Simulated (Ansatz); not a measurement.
Species: GeClF, charge 0, singlet. GeClF (SMILES [F][Ge][Cl]).
B3LYP-D3(BJ)/def2-TZVP minimum from Ansatz (a quantum-chemistry and plane-wave program):
```xyz
3

Ge     0.2900    -0.1272     0.5813
F      1.4350    -0.6721    -0.6414
Cl    -1.3056     0.5953    -0.7546
```
Charge 0, spin multiplicity 1.

Total energies in def2-TZVPP, 18 correlated electrons, 20 frozen orbitals. UHF or UKS for unpaired electrons; spin-orbit terms are left out. Correlated methods leave the cores frozen (noble-gas shells, and filled d and f shells in the p block). No relativity.

| method | program | energy (Eh) | minus CCSDT(Q) (mEh) |
|---|---|---|---|
| HF | Ansatz | -2634.44736 | 576.42 |
| MP2 | Ansatz | -2634.97965 | 44.13 |
| CCSD | Ansatz | -2635.00047 | 23.31 |
| CCSD(T) | Ansatz | -2635.02179 | 1.99 |
| CCSDT(Q) | Ansatz | -2635.02378 | 0.00 |

Rough core times of Ansatz's runs on a shared machine: CCSD(T) under 20 s, CCSDT(Q) 20 min.
